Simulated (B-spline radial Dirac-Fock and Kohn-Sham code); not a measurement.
A summary of the ionisation energies of cesium (Z = 55) against charge, from relaxed Dirac-Fock hole states (ΔSCF) with Breit and QED corrections and a finite nucleus and from the NIST table. The largest relative steps of the computed values, from charge +5 on, come at Cs⁹⁺ (46 electrons left, 123.8 to 209.7 eV); Cs²⁷⁺ (28 electrons left, 914.6 to 1598.7 eV); Cs⁴⁵⁺ (10 electrons left, 3484.6 to 8110.5 eV); Cs⁵³⁺ (2 electrons left, 10208.5 to 41858.3 eV). The median of |NIST − computed| / NIST over the 55 ions is 0.88 %.

```csv
charge,computed (eV),NIST (eV)
0,3.47,3.893906
3,44.23,43
6,80.67,82.9
9,209.7,213.3
12,291.4,289
15,379.6,382
18,474.1,476
21,671.2,666
24,777.6,791
27,1598.7,1592
30,1855.2,1848
33,2125.8,2137
36,2410.5,2422
39,2885.7,2859
42,3152.9,3214
45,8110.5,7989
48,8855.2,8726
51,9974.1,9974
54,42913.2,42913.14
```
